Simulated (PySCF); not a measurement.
C₂H₆AlFO, SMILES [F][AlH][O]CC. Heavy atoms are numbered as in [AlH:1]([F:3])[O:4][CH2:5][CH3:6]. Hydrogens are named by the atom that carries them.

The structure is a stationary point at B3LYP-D3(BJ)/def2-SVP. The structure was generated by enumeration; whether it is a known compound was not checked. Other conformers were not sampled.

The numbers are results of PBE/pcSseg-1 in PySCF, not measurements.

GIAO shieldings, no solvent; atoms alike by connectivity are averaged. δ = σ(ref) − σ: ¹H against TMS (σ = 31.49 ppm); ¹⁹F against CFCl3 (σ = 133.6 ppm); ¹⁷O against H2O (σ = 334.3 ppm); ¹³C against TMS (σ = 182.0 ppm), references at their B3LYP-D3(BJ)/def2-TZVP geometries, non-relativistic.

```tsv
atoms	nucleus	count	δ (ppm)
H on Al1	¹H	1	4.66
H on C5	¹H	2	…
H on C6	¹H	3	1.60
F3	¹⁹F	1	-179.1
O4	¹⁷O	1	…
C5 (CH2)	¹³C	1	69.7
C6 (CH3)	¹³C	1	…
```

Problem. What belongs in the gaps? (Estimate from the structure and the level; the computed values follow.)

Solution. 
- C6 (CH3), δ (ppm): 26.8
- O4, δ (ppm): 106.6
- H on C5, δ (ppm): 4.59
